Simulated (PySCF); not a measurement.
C₄H₁₂Ge, charge +1, doublet, at a GFN2-xTB geometry (a state made from the parent by changing its charge; the spin is typed, not shown lowest). Base run: HF/STO-3G (PySCF).

Here is a job for PySCF.
```python
from pyscf import gto, scf

mol = gto.Mole()
mol.atom = '''
    C    -0.48205252   -0.96009797   -1.71425244
    Ge   -0.00000000   -0.00000000    0.00000000
    C     0.13979984    1.92665059   -0.60108043
    C    -1.38582476   -0.69750621    1.29838323
    C     1.72807744   -0.26904641    1.01694964
    H    -1.45657332   -0.64326760   -2.07542220
    H    -0.49790885   -2.02649429   -1.50552665
    H     0.27774436   -0.72083335   -2.45355596
    H     0.31669866    2.53824831    0.27964314
    H    -0.79965512    2.19475665   -1.07716035
    H     0.95675581    2.05479757   -1.30583369
    H    -2.36690453   -0.51581762    0.86769691
    H    -1.25368661   -1.76188944    1.47200266
    H    -1.26648825   -0.15660439    2.23341937
    H     1.78839900   -1.31731892    1.29729694
    H     2.54811473    0.00406360    0.35818660
    H     1.75350412    0.35035948    1.90925323
'''
mol.basis = 'sto-3g'
mol.charge = 1
mol.spin = 1
mol.verbose = 4
mol.build()

mf = scf.UHF(mol)
mf.kernel()
```

The base run was repeated with changes; each row names its change, and settings that it needs were set with it.

| change | ΔE vs base (mEh) | fitting functions |
|---|---|---|
| base | 0.000 | - |
| auxbasis = cc-pvqz-jkfit | 5.916 | 1254 |
| auxbasis = autoaux | -4.118 | 600 |
| auxbasis = def2-universal-jkfit | -1.038 | 782 |
| auxbasis = def2-svp-ri | -1682.5 | 487 |
| exchange = seminumerical (SGX) (with mf = sgx.sgx_fit(mf, auxbasis='def2-universal-jfit'); with mf.with_df.dfj = True) | -16.014 | 386 |
| auxbasis = even-tempered beta=2.0 | -3.704 | 450 |
| auxbasis = def2-universal-jfit | 18213.3 | 386 |
| auxbasis = even-tempered beta=1.6 | -3.582 | 629 |
| auxbasis = cc-pvdz-jkfit | 694.6 | 727 |

A fitting set is made for a task (jfit for Coulomb, jkfit for Coulomb and exchange, ri for correlation) and for a family of orbital bases.

Open shells are given as the SCF converged; they aren't shown to be the lowest states, and a large step between rows can be another state.
